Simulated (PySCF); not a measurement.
# Electronic structure of He (helium, neutral) at the UHF level

Configuration: 1s2, closed-shell 1S. Calculation: PySCF 2.14, in dyall-av3z; scalar relativity by spin-free X2C-1e.

```json
{"Total energy": "-2.861763 hartree", "One-electron energy": "-3.8876 hartree", "Hartree (Coulomb) energy": "2.0517 hartree", "Exchange energy": "-1.0258 hartree", "⟨S²⟩": "0.0000", "⟨L²⟩": "0.000", "Sum of ⟨r⟩": "1.854 bohr", "Sum of ⟨r²⟩": "2.370 bohr²", "Langevin diamagnetic susceptibility": "-1.88 ×10⁻⁶ cm³/mol"}
```

```
shell  electrons  mean orbital energy (hartree)  rms radius, mean of both spins (bohr)
   1s          2                       -0.91796                                   1.09
```
